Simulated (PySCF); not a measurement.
# Reading the logs of faulty runs: C2H6Si2

Calculated results; nothing here was measured. They come from PySCF 2.14.0, an open-source quantum chemistry program, on an isolated molecule that a program drew, which may never have been made. The molecule is C2H6Si2 (charge 0, singlet), drawn as the SMILES string `CC([SiH])=[SiH2]`.

Each row is a Hartree-Fock (HF) and frozen-core CCSD(T) single point in the cc-pV(D+d)Z basis, meant for a local HF minimum. Run 1 is clean. Each other run has one planted mistake out of seven kinds, and not every kind appears here: one electron removed, one electron added, multiplicity raised by two, geometry at a saddle point, minimal basis STO-3G, one bond length entered in bohr, all coordinates scaled. The reference is restricted for singlets and unrestricted otherwise, and also for a bond in bohr. Adding or removing an electron swaps singlet and doublet. Electrons count all cores. HOMO and LUMO are orbital energies over both spins, the gradient is its largest component, and the lowest frequency (negative if imaginary) is given only where the gradient is small. Bond lengths are over the 9 bonds as drawn. T1 is the CCSD diagnostic: over 0.02 (restricted) or 0.045 (unrestricted) a single reference is doubtful.

Geometry of the clean run:
```xyz
10
C2H6Si2, angstrom
C    -0.8116    1.8280    0.2213
C    -0.8151    0.3191    0.4477
Si   -2.0741   -0.4428    1.5804
Si    0.3130   -0.7380   -0.2960
H    -0.0123    2.1600   -0.4463
H    -0.6918    2.3643    1.1662
H    -1.7583    2.1591   -0.2135
H    -1.6214   -1.8869    1.4225
H     1.3772   -0.2689   -1.2108
H     0.3430   -2.1914   -0.1076
```

```
run  electrons  basis functions  <S^2>  HOMO (eV)  LUMO (eV)  gradient (hartree/bohr)  lowest frequency (cm^-1)  mean bond (Å)  longest bond (Å)      T1  HF (hartree)  CCSD(T) (hartree)               mistake
  1         46              104  0.000      -8.10       0.71                  3.4e-05                        76         1.4272             1.857  0.0138    -656.99746         -657.53819              no fault
  2         45              104  0.783     -14.04      -5.67                  5.7e-02                         -         1.4272             1.857  0.0189    -656.74499         -657.25413  one electron removed
  3         46              104  2.296      -6.88       0.35                  3.2e-02                         -         1.4272             1.857  0.0367    -656.96873         -657.48519                     ?
  4         46               34  0.000      -5.05       5.67                  5.2e-02                         -         1.4272             1.857  0.0126    -649.35184         -649.61708                     ?
```

**Which mistake was planted in run 3, and what did it cost?**

Electrons, basis and geometry are unchanged, and <S^2> is 2.296, beside S(S+1) = 2.00 for a multiplicity of 3. So the mistake is: multiplicity raised by two. Subtracting run 1 and multiplying by 627.51 kcal/mol a hartree, the energy moved by 18.0 kcal/mol in HF and 33.3 kcal/mol in CCSD(T).

**Which mistake was planted in run 4, and what did it cost?**

It has 34 basis functions where the clean run has 104, with the same electrons and geometry. So the mistake is: minimal basis STO-3G. Subtracting run 1 and multiplying by 627.51 kcal/mol a hartree, the energy moved by 4797.7 kcal/mol in HF and 4970.6 kcal/mol in CCSD(T).

